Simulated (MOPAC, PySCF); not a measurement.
C10H7BS, SMILES `Bc1ccc(C#C)c2ccsc12`, neutral singlet in the gas phase. 

Cartesian coordinates (Å):
```xyz
19

B     -3.2517    -0.2994    -0.5544
C     -1.7298    -0.4267    -0.3867
C     -1.0971    -1.6766    -0.5011
C      0.2809    -1.8385    -0.3560
C      1.1043    -0.7396    -0.0850
C      2.5123    -0.9013     0.0640
C      3.7121    -1.0329     0.1921
C      0.5180     0.5456     0.0405
C      1.1558     1.7996     0.3124
C      0.2630     2.8248     0.3602
S     -1.3714     2.3272     0.0816
C     -0.8821     0.6726    -0.1128
H     -3.7985     0.7750    -0.4568
H     -3.9130    -1.2839    -0.7873
H     -1.7154    -2.5526    -0.7124
H      0.7347    -2.8262    -0.4521
H      4.7738    -1.1546     0.3046
H      2.2297     1.9103     0.4621
H      0.4743     3.8772     0.5485
```
Charge 0, spin multiplicity 1.

All levels are single points at this geometry (PBE0-D3(BJ)/def2-SVP); Pople sets use spherical d functions. Orbital energies aren't observables, and empty levels follow the basis.

PM7 in MOPAC gives dipole (D) = 1.16.

Problem. Estimate the dipole (D) from each of these levels: PBE0-D3(BJ)/def2-TZVP in PySCF; ωB97X-D3(BJ)/def2-TZVP in PySCF; BP86/6-31G* in PySCF; SVWN5/6-31G* in PySCF; HF/STO-3G in PySCF.

Solution. 
| level | dipole (D) |
|---|---|
| PBE0-D3(BJ)/def2-TZVP in PySCF | 1.92 |
| ωB97X-D3(BJ)/def2-TZVP in PySCF | 1.72 |
| BP86/6-31G* in PySCF | 2.40 |
| SVWN5/6-31G* in PySCF | 2.49 |
| HF/STO-3G in PySCF | 1.05 |
